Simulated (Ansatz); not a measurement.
(1) Predict a relaxed structure of Ga(PH3)H3 (GaPH₆), charge 0, singlet, at PBE0-D4/def2-TZVP (Ansatz).

Results:

(1) 
| atom | x (Å) | y (Å) | z (Å) |
| --- | --- | --- | --- |
| Ga1 | -1.245 | -0.587 | -0.455 |
| P2 | 0.921 | 0.438 | 0.334 |
| H3 | 1.941 | 0.708 | -0.602 |
| H4 | 1.696 | -0.260 | 1.282 |
| H5 | 0.898 | 1.693 | 0.977 |
| H6 | -0.607 | -1.867 | -1.119 |
| H7 | -1.699 | 0.602 | -1.386 |
| H8 | -1.905 | -0.726 | 0.970 |
 This is one stationary point.
